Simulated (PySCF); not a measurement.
## Computed data sheet: `ClC(Cl)(Cl)C1C=CC=C1`

Compound: C6H5Cl3.
SMILES with atom numbers: `[Cl:1][C:2]([Cl:3])([Cl:4])[CH:5]1[CH:6]=[CH:7][CH:8]=[CH:9]1` (hydrogens: H10 on C5; H11 on C6; H12 on C7; H13 on C8; H14 on C9)

Structural features include: C=C double bond and C–Cl bond.

GFN2-xTB geometry:

```
Point group of the GFN2-xTB geometry                  : Cs
Rotational constants A, B, C of the GFN2-xTB geometry : 1.500, 0.850, 0.761 GHz
```

B3LYP/def2-SVPD ground state and vertical TDDFT (core frozen in the response) (PySCF):

```
Dipole moment                                                     : 2.06 D
HOMO energy                                                       : -6.69 eV
LUMO energy                                                       : -1.67 eV
HOMO–LUMO gap                                                     : 5.02 eV
Lowest singlet excitation                                         : 4.42 eV (280 nm, f = 0.015)
Lowest triplet excitation (Tamm–Dancoff)                          : 2.92 eV
Static isotropic polarisability                                   : 106.4 au
Electronic spatial extent ⟨r²⟩ about the centre of nuclear charge : 1647 bohr²
```

Monoisotopic mass from the formula: 181.9457 u.

The largest Löwdin shares of the HOMO are 0.26 on C9, 0.26 on C6, 0.16 on C8 and 0.16 on C7. S1 lies 0.60 eV below the HOMO–LUMO gap; its leading configuration is HOMO→LUMO, weight 0.95. In atomic units the dipole is 0.81 e·bohr (1 au = 2.5417 D). With B = h/(8π²I), that is 505.379 GHz u Å² over I, the principal moments of inertia are 336.9, 594.2 and 664.5 u Å² (most abundant isotopes); the inertial defect Ic − Ia − Ib is -266.6 u Å² (zero for a rigid planar frame, negative otherwise). The vertical singlet–triplet gap S1 − T1 is 1.50 eV (TDDFT singlet less Tamm–Dancoff triplet; S1: HOMO→LUMO, weight 0.95; T1: HOMO→LUMO, weight 0.86). The rotational constants make it an asymmetric top with κ = (2B − A − C)/(A − C) = -0.76, nearer the prolate limit (−1). A dipole of 2.06 D is allowed in Cs, and pure rotational transitions are dipole-allowed.

Geometry: GFN2-xTB; no solvent, vibrations or thermal averaging.

The values belong to the conformer `[Cl:1][C:2]([Cl:3])([Cl:4])[CH:5]1[CH:6]=[CH:7][CH:8]=[CH:9]1`: Cl1–C2–C5–C6 58°.
